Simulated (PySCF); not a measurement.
Precursor series W F-OH. Isolated molecules, 0 K electronic values unless said otherwise. One relaxed conformer stands for each flexible species; it need not be the lowest.

These are TPSSh-D3(BJ)/def2-TZVP // TPSS-D3(BJ)/def2-SVP (PySCF) values and carry that method's errors. All candidates: neutral, multiplicity 1. 

| Item | Result |
|---|---|
| HOMO | -11.63 eV |
| LUMO | -5.17 eV |
| HOMO–LUMO gap | 6.46 eV |

Question: Say which member has these values.
A. [W(F)4(OH)2]
B. [W(F)3(OH)3]
C. [W(F)6]
D. [W(F)5(OH)]

Answer: C, [W(F)6]. The others give [W(F)3(OH)3]: -8.83 eV, -3.36 eV, 5.46 eV; [W(F)5(OH)]: -10.40 eV, -4.49 eV, 5.91 eV; [W(F)4(OH)2]: -9.63 eV, -3.84 eV, 5.79 eV
